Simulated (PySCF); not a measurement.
# Spinor energies of Xe (xenon, neutral)

Start: [Xe]. Calculated with PySCF 2.14 in x2c-SVPall-2c (6s8p4d, 50 functions): generalised Hartree-Fock with the X2C-1e Hamiltonian and a Gaussian nucleus; one run each with spin-orbit coupling (SO) switched off, then screened by Boettger's factors.

```tsv
spinor shell	electrons	ε, spin-free (eV)	ε, screened SO (eV)	weight of nominal j (screened SO)	rms radius, screened SO (bohr)
1s1/2	2	-34721.9	-34717.9	1.000	0.0305
2s1/2	2	-5504.6	-5503.4	1.000	0.124
2p1/2	2	-4933.7	-5159.9	1.000	0.107
2p3/2	4	-4933.7	-4831.9	1.000	0.112
3s1/2	2	-1169.4	-1169.1	1.000	0.326
3p1/2	2	-980.48	-1024.6	1.000	0.318
3d3/2	4	-700.20	-707.87	1.000	0.303
3d5/2	6	-700.20	-694.72	1.000	0.305
4s1/2	2	-229.28	-229.18	1.000	0.762
4p1/2	2	-166.77	-175.53	1.000	0.798
4p3/2	4	-166.77	-162.74	1.000	0.823
4d3/2	4	-72.496	-73.633	1.000	0.947
4d5/2	6	-72.496	-71.639	1.000	0.951
5s1/2	2	-27.355	-27.339	1.000	2.03
5p1/2	2	-12.290	-13.269	1.000	2.38
5p3/2	4	-12.290	-11.835	1.000	2.49
```

Question: Where does 3p3/2 lie, and what is the 3p spin-orbit splitting (screened SO)?

Answer: At -960.43 eV, 64.122 eV above 3p1/2.

| quantity | spin-free | screened SO |
| --- | --- | --- |
| E (hartree) | -7441.56882 | -7443.93282 |
| M_J | 0 | 0 |
| ⟨J²⟩ | 0.000 | 0.000 |
| ⟨L²⟩ | 0.000 | 0.030 |
| ⟨S²⟩ | 0.000 | 0.030 |

Breit and QED terms are absent; they matter most for the inner s and p1/2 levels.

Densities and radii are taken from the X2C orbitals without a picture-change correction, which distorts them close to the nucleus.

Without spin-orbit coupling the j labels of p, d and f shells carry no meaning; the spin-free column gives the mean over the occupied spinors of each nl shell.
